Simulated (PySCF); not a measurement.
Dissociation curve of SMILES BB. The B1–B4 bond (B1 also carries H, H; B4 carries H, H) is pulled apart rigidly from the PBE0/def2-TZVP optimised geometry.

Method: PySCF with CCSD(T) on UHF/def2-TZVP, 2 core orbitals frozen.

Q: Relative to R = 1.63 Å, what are the energies at R = 1.38, 1.56, 1.74, 3.26 Å?

A: 38.6 mEh at 1.38 Å, 3.0 mEh at 1.56 Å, 2.4 mEh at 1.74 Å, 156.2 mEh at 3.26 Å.

The unrestricted determinant behind UCCSD(T) is spin-contaminated at 2.68 to 5.65 Å (<S²> up to 1.0, against 0.00 for a pure singlet).
